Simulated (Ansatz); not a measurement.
One change: `CC(C)[O][AlH2]` becomes `CC(C)O[Si]F`.

Ansatz, PBE0-D4/def2-TZVP geometries, multiplicity 1. Each molecule was computed in one conformer, which needn't be the lowest.

```json
{"property": "HOMO energy (PBE0/def2-TZVPP) / eV", "`CC(C)[O][AlH2]`": "-7.82"}
{"property": "HOMO energy (PBE/def2-TZVPP) / eV", "`CC(C)[O][AlH2]`": "-6.42"}
{"property": "LUMO energy (ωB97M-V/def2-TZVPP) / eV", "`CC(C)[O][AlH2]`": "0.67"}
{"property": "HOMO–LUMO gap (ωB97M-V/def2-TZVPP) / eV", "`CC(C)[O][AlH2]`": "10.79"}
{"property": "size of the dipole moment (B3LYP/def2-TZVPP) / D", "`CC(C)[O][AlH2]`": "1.20"}
{"property": "HOMO energy (ωB97M-V/def2-TZVPP) / eV", "`CC(C)[O][AlH2]`": "-10.12"}
```

Question: What does the change do to each property? (Estimate.)

Answer: Computed: 
```json
{"property": "HOMO energy (PBE0/def2-TZVPP) / eV", "`CC(C)O[Si]F`": "-7.46", "shift": "0.36"}
{"property": "HOMO energy (PBE/def2-TZVPP) / eV", "`CC(C)O[Si]F`": "-6.30", "shift": "0.12"}
{"property": "LUMO energy (ωB97M-V/def2-TZVPP) / eV", "`CC(C)O[Si]F`": "0.64", "shift": "-0.03"}
{"property": "HOMO–LUMO gap (ωB97M-V/def2-TZVPP) / eV", "`CC(C)O[Si]F`": "10.29", "shift": "-0.50"}
{"property": "size of the dipole moment (B3LYP/def2-TZVPP) / D", "`CC(C)O[Si]F`": "1.72", "shift": "0.52"}
{"property": "HOMO energy (ωB97M-V/def2-TZVPP) / eV", "`CC(C)O[Si]F`": "-9.64", "shift": "0.48"}
```

With PBE0 the HOMO rises by 0.36 eV and the LUMO falls by 0.45 eV, so the gap narrows by about 0.81 eV. PBE moves the HOMO by 0.12 eV and ωB97M-V by 0.48 eV. Dipoles are sizes alone; their direction can turn.

B3LYP here is the variant with VWN-RPA as its local correlation; programs differ in this.
